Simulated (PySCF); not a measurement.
Species: C6H14N2.
Geometry (PBE0-D3(BJ)/def2-SVP, Å), atoms numbered from 1 in this order:
```xyz
22
C6H14N2 angstrom
C     -2.4128   -1.4309   -0.3795
C     -1.0655   -1.0543   -0.9012
C     -0.2913   -0.0432   -0.4740
C     -0.7408    0.9023    0.6234
N     -1.9255    1.6509    0.2353
C      1.0754    0.1862   -1.0664
C      2.2223   -0.4548   -0.2669
N      2.3791   -0.0672    1.1178
H     -3.1046   -1.6519   -1.2084
H     -2.3570   -2.3501    0.2304
H     -2.8528   -0.6216    0.2177
H     -0.6650   -1.6834   -1.7078
H     -0.9880    0.3242    1.5330
H      0.1205    1.5431    0.9000
H     -2.1355    2.3709    0.9238
H     -1.7638    2.1257   -0.6508
H      1.1091   -0.2237   -2.0894
H      1.2643    1.2725   -1.1578
H      2.0878   -1.5496   -0.2977
H      3.1711   -0.2521   -0.7941
H      2.4785    0.9420    1.2078
H      1.5627   -0.3318    1.6644
```

Level: PBE0/pcSseg-1 in PySCF, non-relativistic, on one gas-phase PBE0-D3(BJ)/def2-SVP geometry that isn't relaxed in the solvent. The solvent is an IEF-PCM continuum (van der Waals radii × 1.2). Only the electrostatic response of the medium enters.

| run | E − E(gas) (kcal/mol) | HOMO (eV) | HOMO–LUMO gap (eV) | dipole (D) |
| --- | --- | --- | --- | --- |
| gas | 0.00 | -6.45 | 6.72 | 1.66 |
| P | -7.61 | -6.46 | 6.82 | 2.14 |
| Q | -7.22 | -6.46 | 6.82 | 2.11 |

Problem. The runs were made in acetone and dimethylsulfoxide. Which run belongs to which solvent?

Solution. P = dimethylsulfoxide, Q = acetone. The dielectric constants are 20.49 (acetone), 46.83 (dimethylsulfoxide), and the energy falls further as ε rises. In this model the ground state sees the solvent through ε alone.

Problem. How constant is the ratio of the lowering to (ε − 1)/(2ε + 1)?

Solution. 
| solvent | (ε − 1)/(2ε + 1) | E − E(gas) (kcal/mol) | ratio (kcal/mol) | polarisation term (kcal/mol) |
| --- | --- | --- | --- | --- |
| acetone | 0.464 | -7.22 | -15.5 | -8.17 |
| dimethylsulfoxide | 0.484 | -7.61 | -15.7 | -8.67 |

The ratio changes by +1.1 % in size from acetone to dimethylsulfoxide. The polarisation term is half the interaction of the solute with the induced surface charges.

Cost: about 90 s of CPU time on one thread; the machine was shared, so the figure is rough. This is the whole shielding run at PBE0/pcSseg-1 in dimethylsulfoxide, SCF included.
